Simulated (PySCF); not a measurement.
# Exercise with solution: dipole moment from atomic charges

GaFClBr, SMILES [Br][Ga]([Cl])[F]. Atoms are numbered in the order given.

```xyz
4

Ga    -0.3215    -0.4887     0.0000
F     -2.0119    -0.8902     0.0000
Cl     1.0630    -2.0899     0.0000
Br     0.2858     1.6769     0.0000
```
Charge 0, spin multiplicity 1.

Geometry: PBE0-D3(BJ)/def2-SVP. The structure was generated by enumeration; whether it is a known compound was not checked.

Charges (e) from CAM-B3LYP/def2-TZVPD run with PySCF:

| atom | IAO | ESP fit |
|---|---|---|
| Ga1 | 0.990 | 0.709 |
| F2 | -0.521 | -0.342 |
| Cl3 | -0.274 | -0.207 |
| Br4 | -0.195 | -0.159 |

The dipole moment of the full density is 1.12 D.

What dipole moment does each set of point charges give, and which comes closer to that of the density?


μ = Σ q r, and 1 e Å = 4.8032 D.
IAO: Σ q r = (0.383, 0.226, 0.000) e Å, |μ| = 2.13 D.
ESP fit: Σ q r = (0.195, 0.124, 0.000) e Å, |μ| = 1.11 D.
ESP fit comes closer in size. Point charges leave out the atoms' own dipoles (lone pairs, polarised bonds); fits to the potential absorb them, partitions of the density don't.
